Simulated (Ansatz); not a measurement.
A nudged elastic band was laid between two geometries of CH$_{5}$BFN (9 atoms, charge 0, multiplicity 1).

The calculation used RKS PBE0-D4/def2-mTZVP in Ansatz 0.2.0.

```json
{"movable images": "7", "climbing image": "yes", "spring": "5.0 eV/Å²", "optimiser": "quadratic models (default)", "start path": "through a guess of the saddle point", "force threshold": "0.03 eV/Å", "iteration limit": "60", "end points": "relaxed"}
```

Image 0:

```xyz
9
Properties=species:S:1:pos:R:3
B -0.982 0.372 -0.930
H -1.229 0.439 -2.097
N 0.240 -0.111 -0.478
C 0.662 -0.243 0.900
H 0.920 -0.404 -1.163
F -1.910 0.772 -0.047
H 1.546 0.366 1.109
H -0.141 0.091 1.555
H 0.894 -1.282 1.150
```

Image 8:

```xyz
9
Properties=species:S:1:pos:R:3
B -1.314 0.627 -0.041
H -0.153 -0.175 -3.158
N -0.332 0.205 0.574
C 0.777 -0.273 1.293
H 0.096 -0.229 -2.458
F -2.345 1.070 -0.699
H 1.642 0.386 1.173
H 0.558 -0.340 2.363
H 1.071 -1.271 0.952
```

Problem. What changes between the two ends?

Solution. Bonds broken: B1–H2, N3–H5. Bonds formed: H2–H5. CH5BFN becomes CH3BFN + H2.

Problem. Give the energies along the band, and the barrier.

Solution. The forces met the threshold. The highest image is number 4 of 0 to 8, 83.9 kcal/mol above the first end and 32.0 kcal/mol above the last; the last end lies 51.9 kcal/mol above the first. Neighbouring images differ by up to 1.7 eV, so the band resolves the path poorly. A vibrational analysis at the climbing image gives one clearly imaginary mode, 1334i cm⁻¹: a first-order saddle point. The orbitals stay closed-shell, which can raise the energy where a bond breaks towards radicals; this wasn't checked here.

| image | path coordinate (Å) | energy (kcal/mol) | B1–H2 (Å) | N3–H5 (Å) | H2–H5 (Å) |
| --- | --- | --- | --- | --- | --- |
| 0 | 0.00 | 0.0 | 1.19 | 1.01 | 2.49 |
| 1 | 0.44 | 2.4 | 1.20 | 1.01 | 2.26 |
| 2 | 0.88 | 14.4 | 1.21 | 1.02 | 1.83 |
| 3 | 1.32 | 53.6 | 1.29 | 1.15 | 1.35 |
| 4 | 1.76 | 83.9 | 1.45 | 1.50 | 0.93 |
| 5 | 2.37 | 67.6 | 2.00 | 2.01 | 0.76 |
| 6 | 2.98 | 55.8 | 2.47 | 2.48 | 0.75 |
| 7 | 3.60 | 52.2 | 2.95 | 2.99 | 0.75 |
| 8 | 4.21 | 51.9 | 3.42 | 3.09 | 0.75 |

Problem. What is the geometry of the highest image?

Solution. 
```xyz
9
Properties=species:S:1:pos:R:3:forces:R:3
B -0.928 0.370 -0.734 0.02 -0.02 -0.01
H -0.742 0.237 -2.170 0.00 0.00 0.00
N 0.183 -0.089 -0.201 -0.01 0.01 0.02
C 0.773 -0.292 1.087 0.00 0.00 -0.02
H 0.003 -0.063 -1.694 0.00 0.00 0.00
F -2.136 0.893 -0.599 -0.01 0.01 0.00
H 1.666 0.330 1.199 0.00 0.00 0.00
H 0.092 -0.054 1.912 0.00 0.00 0.01
H 1.090 -1.332 1.201 0.00 0.00 0.00
```

The run took 3 min on 2 threads of Arm Neoverse V1, on a shared host, peak memory 0.17 GiB.
